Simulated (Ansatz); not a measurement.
`[SiH3][O][AlH][SiH3]` + `C/C=C/CCC` → `C[SiH2][AlH][O][SiH3]` + `C=CCCC`  (formal exchange of groups at the Si–H bond)

Computed with Ansatz on PBE0-D4/def2-TZVP structures; ΔE is electronic, products minus reactants. CCSD(T)/CBS adds triple-zeta CCSD(T) − MP2 to the extrapolated MP2 energy (def2 sets, frozen cores). DFT in def2-TZVPP. B3LYP here is the variant with VWN-RPA as its local correlation; programs differ in this. One conformer a species, not always the lowest.

`[SiH3][O][AlH][SiH3]`:

```xyz
11

Si   -1.458    0.263    1.890
O    -1.205   -0.069    0.319
Al   -0.509   -0.353   -1.191
Si    1.920   -0.099   -1.406
H    -0.164    0.436    2.607
H    -2.246    1.517    2.020
H    -2.211   -0.850    2.526
H    -1.492   -0.749   -2.367
H     2.610   -0.149   -0.086
H     2.506   -1.160   -2.274
H     2.249    1.213   -2.037
```

`C/C=C/CCC`:

Z-matrix (Å, degrees):
```
C
C 1 1.490
H 1 1.095 2 111.2
H 1 1.092 2 111.4 3 120.7
H 1 1.095 2 111.2 3 -118.6
C 2 1.327 1 125.2 3 -120.2
H 2 1.090 1 116.5 3 59.6
C 6 1.492 2 125.4 1 -179.7
H 6 1.091 2 118.5 1 -0.5
C 8 1.529 6 113.1 2 118.6
H 8 1.097 6 109.2 2 -120.4
H 8 1.096 6 109.5 2 -3.9
C 10 1.518 8 113.2 6 -65.0
H 10 1.096 8 109.0 6 57.4
H 10 1.095 8 108.8 6 172.7
H 13 1.092 10 111.2 8 59.3
H 13 1.092 10 111.4 8 179.8
H 13 1.094 10 110.9 8 -60.2
```

`C[SiH2][AlH][O][SiH3]`:

```xyz
14

C     0.393    1.398   -1.525
Si   -1.380    1.048   -0.999
Al   -1.547   -0.683    0.732
O    -0.100   -1.309    1.345
Si    1.481   -1.569    1.609
H     0.860    0.500   -1.936
H     0.427    2.179   -2.288
H     0.994    1.724   -0.674
H    -2.187    0.644   -2.190
H    -2.010    2.308   -0.496
H    -2.881   -1.281    1.344
H     1.869   -2.910    1.097
H     2.309   -0.542    0.916
H     1.772   -1.506    3.065
```

`C=CCCC`:

```xyz
15

C     2.635    0.055   -0.258
C     1.425    0.359   -0.707
C     0.176   -0.389   -0.389
C    -0.865    0.470    0.324
C    -2.153   -0.284    0.604
H     3.505    0.646   -0.520
H     2.798   -0.803    0.387
H     1.307    1.231   -1.350
H    -0.266   -0.770   -1.320
H     0.416   -1.265    0.224
H    -1.078    1.356   -0.284
H    -0.437    0.841    1.261
H    -2.883    0.347    1.117
H    -1.969   -1.158    1.234
H    -2.612   -0.637   -0.324
```

Is it downhill or uphill in electronic energy at CCSD(T)/CBS, and by how much? (Estimate.)

The calculation gave: Downhill: ΔE = -0.27 eV.

What do these levels give: r2SCAN-D4, B3LYP-D4, ωB97X-V, ωB97M-V, MP2/def2-TZVPP, SCS-MP2/def2-TZVPP, CCSD/def2-TZVPP, HF/def2-QZVPP, MP2/def2-QZVPP, SCS-MP2/def2-QZVPP, HF/CBS(def2), MP2/CBS(def2)? (An estimate is asked.)

The calculation gave: r2SCAN-D4 -0.27, B3LYP-D4 -0.26, ωB97X-V -0.25, ωB97M-V -0.28, MP2/def2-TZVPP -0.26, SCS-MP2/def2-TZVPP -0.24, CCSD/def2-TZVPP -0.25, HF/def2-QZVPP -0.24, MP2/def2-QZVPP -0.27, SCS-MP2/def2-QZVPP -0.26, HF/CBS(def2) -0.24, MP2/CBS(def2) -0.28 eV.

Largest T1 diagnostic among the species: 0.013.
